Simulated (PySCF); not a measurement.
Se²⁺ (selenium, charge +2): PBE0 calculation

Configuration: [Ar] 3d10 4s1 4p2 5s1, high-spin 5P determinant (an excited configuration). All numbers are calculated (PySCF 2.14, a scalar-relativistic core potential, in aug-cc-pVTZ-PP with ECP10MDF (6s5p4d2f, 55 functions)).

- Total energy: -371.0332 hartree
- One-electron energy: -630.0820 hartree
- Hartree (Coulomb) energy: 287.1732 hartree
- Exchange-correlation energy: -28.1244 hartree
- ⟨S²⟩: 6.0005
- ⟨L²⟩: 2.105
- Sum of ⟨r⟩: 20.22 bohr
- Sum of ⟨r²⟩: 36.02 bohr²
- Traceless quadrupole moment −½Σ⟨3z² − r²⟩ along its main axis: 2.70 e·bohr²

```tsv
shell	electrons	mean orbital energy (hartree)	spread (hartree)	rms radius, mean of both spins (bohr)
3s α	1	-8.96103	0	0.618
3s β	1	-8.93336	0	0.618
3p α	3	-7.03201	0.01906	0.640
3p β	3	-7.00788	0.03003	0.640
3d α	5	-3.26190	0.02093	0.687
3d β	5	-3.23648	0.02913	0.687
4s α	1	-1.70111	0	1.74
4p α	2	-1.20057	0	2.02
5s α	1	-0.53648	0	4.11
```

Energies and moments cover only the electrons outside the core potential. The outer electron is Rydberg-like, and this basis confines it to a smaller radius and binds it less than a complete one would.
